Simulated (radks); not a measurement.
Effect of the nuclear size on the osmium ion Os+, [Xe] 4f14 5d6 6s1. All-electron calculation, Dirac Kohn-Sham, LDA (Slater exchange, Perdew-Wang correlation), spin-unpolarised, spherical densities, finite nucleus; open shells are shared between the two j in proportion to 2j + 1; Fermi nuclear charge, rms radius 5.4126 fm. Program: a radial shooting solver on a logarithmic mesh with Libxc functionals. The rms radius is varied about that value; shifts are against it.

rms radius (fm)  total energy shift (eV)  density at nucleus (e/bohr^3)  1s1/2 shift (meV)  2s1/2 shift (meV)  5s1/2 shift (meV)  5p1/2 shift (meV)  6s1/2 shift (meV)  6p1/2 (empty) shift (meV)  7s1/2 (empty) shift (meV)
4.7523                             -16.6                       1.75e+06              -6690               -961              -9.75              0.197             -0.998                      0.105                     -0.125
5.0283                             -9.82                      1.714e+06              -3960               -569              -5.77              0.117             -0.591                      0.062                     -0.074
5.4126                                 0                      1.668e+06              0.000              0.000              0.000              0.000              0.000                      0.000                      0.000
5.9106                              13.4                      1.615e+06               5410                776               7.88             -0.158              0.806                     -0.085                      0.101
6.717                               36.6                      1.541e+06              14800               2120               21.5             -0.431               2.21                     -0.232                      0.277

Slopes of the eigenvalues against <r^2> in GHz/fm^2, as finite differences over the two radii next to the reference (eigenvalue slopes, not the field-shift constants of lines): 1s1/2 235000, 2s1/2 33700, 5s1/2 342, 5p1/2 -6.88, 6s1/2 35.0, 6p1/2 (empty) -3.69, 7s1/2 (empty) 4.40.
